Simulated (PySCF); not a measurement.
Simulated C 1s region for `C=CC(=O)[SiH](F)F`, binding energy against the vacuum level.

Every computed line was given a Gaussian of 0.4 eV full width at half maximum and an area set by the number of equivalent atoms; the highest printed point is 100. Level of theory: PySCF, delta-SCF UKS SCAN, pcX-2 on the ionised atom, pcseg-1 elsewhere, spin-free X2C.

binding energy (eV), intensity and a bar:
```
    290.8          0 
    290.9          1 
    291.0          6 ##
    291.1         21 ######
    291.2         50 ###############
    291.3         84 #########################
    291.4        100 ##############################
    291.5         84 #########################
    291.6         50 ###############
    291.7         21 ######
    291.8          6 ##
    291.9          1 
    292.0          0 
    292.1          0 
    292.2          0 
    292.3          0 
    292.4          0 
    292.5          0 
    292.6          0 
    292.7          0 
    292.8          0 
    292.9          1 
    293.0          3 #
    293.1         11 ###
    293.2         26 ########
    293.3         43 #############
    293.4         50 ###############
    293.5         41 ############
    293.6         24 #######
    293.7         10 ###
    293.8          3 #
    293.9          1
```

Question: How many maxima does the curve show, and how many computed lines lie under it?

Answer: The curve has 2 maxima (at 291.4 and 293.4 eV). Under it lie 3 lines from 3 inequivalent carbon sites. At this width some lines have no maximum of their own.

Question: Decompose the envelope and assign each component. Numbering: `[CH2:1]=[CH:2][C:3](=[O:4])[SiH:5]([F:6])[F:7]`.

Answer: 
```tsv
position (eV)	relative area	line	atoms	environment
291.39	1	C 1s	C2	alkene CH carbon
291.41	1	C 1s	C1	terminal =CH2 carbon
293.39	1	C 1s	C3	carbonyl carbon
```

Question: What are the centre and the root-mean-square width of the whole band?

Answer: The area-weighted mean of the lines is 292.06 eV. Their own spread about it is 0.94 eV (rms) and each Gaussian has σ = 0.4/2.355 = 0.17 eV; the variances add, which gives 0.96 eV.

The listed C 1s values span 2.00 eV, from C2 (bonded to C (double bond), C and H) to C3 (bonded to O (double bond), C and Si). Summing the Pauling electronegativity differences to the bonded atoms, each weighted by its formal bond order, gives -0.35 for the lowest site and +1.13 for the highest; no listed site has a larger sum than the highest. The smallest sum, -0.70, belongs to C1, 0.02 eV above the lowest. The values 291.39 and 291.41 eV lie too close for their order to be trusted.

Shake-up satellites, vibrational structure and lifetime widths aren't simulated. Isolated species at its GFN2-xTB geometry (one conformer only).

Time: 62 s wall; peak memory 0.55 GiB. Hardware: Arm Neoverse V2, one thread, shared host with 192 logical CPUs at a one-minute load of 77.

Conformer computed: `[CH2:1]=[CH:2][C:3](=[O:4])[SiH:5]([F:6])[F:7]`: C1–C2–C3–O4 -176°, C2–C3–Si5–F6 -58°.
